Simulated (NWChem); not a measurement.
GeI₂, singlet; SMILES [Ge]([I])[I]

Program: NWChem. Medium grid unless said otherwise, to which SCAN and Minnesota functionals are sensitive. Low-valent species are run as closed-shell singlets; no triplet was tried in these runs. All runs use the structure optimised with PBE0/def2-SVP. def2 effective core potentials on I; no spin-orbit coupling. B3LYP is NWChem's, with the RPA form of VWN correlation.

**Question.** Order these by “dipole (D)”, lowest first: M06/def2-SVP; PBE/def2-SVP; Hartree-Fock/def2-SVP; B3LYP/def2-SVP; TPSS/def2-SVP.

**Answer.** PBE/def2-SVP (1.21), TPSS/def2-SVP (1.28), B3LYP/def2-SVP (1.45), M06/def2-SVP (1.56), Hartree-Fock/def2-SVP (1.88)
